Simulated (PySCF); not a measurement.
CH4Cl2SSi, SMILES C[Si](S)(Cl)Cl. Coordinates come from a PBE0-D3(BJ)/def2-SVP optimisation. The values are those of a single conformer.

Calculation: PBE0-D3(BJ)/def2-SVP in PySCF 2.14.0.

Harmonic wavenumbers (cm⁻¹): 117, 145, 170, 194, 206, 211, 219, 440, 573, 582, 721, 768, 809, 818, 1268, 1418, 1419, 2706, 3064, 3175, 3183. Rotational constants (GHz): 1.740, 1.660, 1.261; symmetry number 1.

**Question.** Work out the zero-point energy and the ideal-gas rigid-rotor harmonic-oscillator thermochemistry at 298.15 K and 1 atm.

**Answer.** ZPE = ½ Σ hcν = ½ × 22205 cm⁻¹ = 31.74 kcal/mol. H − E(el) = 37.34 kcal/mol. Entropy in cal/(mol K): translation 40.87, rotation 28.87, vibration 19.37, total 89.10. G − E(el) = 10.78 kcal/mol. Cp = 27.65 cal/(mol K). Modes under 150 cm⁻¹ make the vibrational entropy uncertain.
